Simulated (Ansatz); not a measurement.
Frontier orbitals of ClFGe, SMILES `[F][Ge][Cl]`.

Bond lengths: F1–Ge2 1.748 Å, Ge2–Cl3 2.180 Å. Angles: F1–Ge2–Cl3 98.4°.

The species carries charge 0 and has multiplicity 1. Correlated methods include outer-core shells of Ge, which these sets cover unevenly. Scalar relativity is left out up to krypton. The geometry is a stationary point of PBE0-D4/def2-TZVP. Basis def2-TZVPP, Ansatz.

```tsv
functional	HOMO (eV)	LUMO (eV)	gap (eV)
PBE	-7.25	-3.58	3.67
BLYP	-7.14	-3.50	3.64
r2SCAN	-7.58	-3.57	4.01
B97M-V	-7.53	-3.47	4.06
PBE0	-8.44	-2.84	5.60
r2SCAN0	-8.66	-2.84	5.82
BHLYP	-9.50	-2.03	7.47
CAM-B3LYP	-9.75	-1.82	7.93
ωB97M-V	-10.56	-0.84	9.72
HF	-11.00	0.20	11.20
```

Task: What is the vertical ionisation energy at frozen-core CCSD(T)/def2-TZVPP? (Best estimate.)

Result: Ansatz gave: 10.83 eV (T1 of the cation 0.021).

From PBE to PBE0 the HOMO moves by −1.18 eV and the LUMO by +0.74 eV, and with ωB97M-V by −3.31 and +2.74 eV, so the gap grows from 3.67 to 9.72 eV with exact exchange. −ε(HOMO) differs from that ionisation energy by −3.58 eV with PBE and −0.27 eV with ωB97M-V.
